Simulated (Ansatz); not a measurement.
`C=[CH][SnH2][Br]` → Br• + 2 C• + 5 H• + Sn•  (atomization)

Gas-phase electronic energies from Ansatz, PBE0-D4/def2-TZVP geometries. CBS: MP2 limit from def2 TZ/QZ plus the TZ coupled-cluster correction, frozen cores. This one scheme is used for every species, atoms too. DFT in def2-TZVPP. Open shells (•) are unrestricted, without spin–orbit coupling. Spin–orbit coupling would lower the free atoms: a little for C; clearly for Br; strongly for Sn. Elements past krypton have def2 core potentials. Bonds to Br, Sn are less sure, by a few kJ/mol each and by 10 to 20 or more in all where they break to atoms, as the def2 sets lack core-valence functions. Scalar relativity is left out up to krypton. One conformer a species, not always the lowest.

| level | ΔE (eV) | difference from CCSD(T)/CBS |
| --- | --- | --- |
| PBE-D4 | 31.32 | 0.17 |
| BLYP-D4 | 30.62 | -0.53 |
| B2PLYP | 30.45 | -0.70 |
| PBE-QIDH | 30.73 | -0.42 |
| revPBE | 29.99 | -1.16 |
| PBE0 | 30.73 | -0.42 |
| CCSD/def2-SVP | 28.89 | -2.26 |
| CCSD(T)/def2-SVP | 29.24 | -1.91 |
| HF/def2-QZVPP | 22.70 | -8.45 |
| CCSD/CBS(def2) | 30.65 | -0.50 |
| CCSD(T)/CBS | 31.15 | 0 |

Largest T1 diagnostic among the species: 0.011.

In def2-TZVPP, CCSD(T) changes the Hartree–Fock value by +7.62 eV (the triples alone add +0.50 eV) and MP2 by +7.76 eV; breaking electron pairs costs correlation energy, which Hartree–Fock lacks. From PBE to PBE0 (25 % exact exchange), in def2-TZVPP and without D4, ΔE moves by −0.36 eV: exact exchange takes away binding that semilocal exchange gives to molecules.

For atomizations the MP2-based limit and the directly extrapolated one differ by several kJ/mol either way, and by 10 to 25 for some Ge, Se and Sn compounds, so smaller differences from it don't rank the levels.
